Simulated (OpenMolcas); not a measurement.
Cr2+: moving the ligands

Cr2+ with 6 ligands (chloride) in octahedral coordination (Oh) at 2.56 Å. A charge of +0.667 e stands 2.4 Å behind each ligand. Ligand basis ANO-RCC-VDZP.

```
Program             : OpenMolcas
Method              : CASSCF
Basis               : ANO-RCC-VTZP [6s5p3d2f1g]
Scalar Hamiltonian  : DKH2, point nucleus
Active space        : 4 electrons in 5 orbitals (3d)
State averaging     : 2S+1 = 5 even, 5 roots; 2S+1 = 3 even, 45 roots; 2S+1 = 1 even, 50 roots
Spin-orbit coupling : state interaction with AMFI integrals over the reference wave functions
```

Runs around this geometry, states (labels of O, the rotations of Oh). Energies in cm-1 above the lowest state or level, χT in cm3 K/mol; 10Dq and B are least-squares fits to the states below 45000 cm-1, weighted by degeneracy, with a free offset, and given where the rms deviation is under 5 % of |10Dq| (or 100 cm-1) and under 700 cm-1.

```
R (Å)  Ground state  First state of that spin  10Dq  B (rms of fit)  First gap with spin-orbit (degeneracies)  χT at 300 K  First state of another spin
 2.49            5E                  5T2 5527  5589        981 (71)                                6.2 (1, 3)        2.935                    3T1 15819
 2.56            5E                  5T2 4610  4682        990 (65)                                7.1 (1, 3)        2.919                    3T1 16689
 2.71            5E                  5T2 3147  3214       1005 (58)                                9.6 (1, 3)        2.875                    3T1 17989
```

Taking |10Dq| as R^-n, n = -ln(3214 / 5589) / ln(2.71 / 2.49) = 6.5 between the shortest and longest distance. The point-charge formula for a cubic d site gives n = 5.

An orbital doublet at a regular site is open to a Jahn-Teller distortion, which this geometry leaves out. Without dynamic correlation the repulsion within the d shell is too large (B by tens of per cent), so at a given field states of lower spin stand too high. Ligand-to-metal charge-transfer states are missing. With no ligand orbital active B as a rule stays too high, so bands that hang on it stand too high and its fall with covalency is understated. With metal d orbitals alone and no dynamic correlation the field as a rule comes out too small, by tens of per cent, by up to half for chloride and softer ligands. No measured value stands beside these numbers; the geometry is a model, was not optimised and need not be the one that this ion takes.
